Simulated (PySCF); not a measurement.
ZrO₂, SMILES [O]=[Zr]=[O], multiplicity 1.

Geometry optimised at B3LYP-D3(BJ)/def2-TZVP. The multiplicity is an assumed one; other spin states were not compared. The isomer is the one that the SMILES or the coordinates give; other isomers of the formula were not compared. The def2 effective core potentials stand for the cores of Zr; spin–orbit coupling is left out.

Level of theory: PBE/def2-TZVPD in PySCF.

Symmetry labels are those of the subgroup C2v that the program uses (full group C2v).

Computed valence orbital energies around the gap with their symmetry:
```csv
orbital,symmetry,energy (eV)
HOMO−7,A1,-20.23
HOMO−6,B2,-19.86
HOMO−5,A1,-7.41
HOMO−4,B2,-7.21
HOMO−3,A2,-7.11
HOMO−2,B1,-6.70
HOMO−1,A1,-6.28
HOMO,B2,-5.38
LUMO,A1,-3.63
LUMO+1,B1,-2.34
LUMO+2,A1,-2.16
LUMO+3,B2,-0.52
```
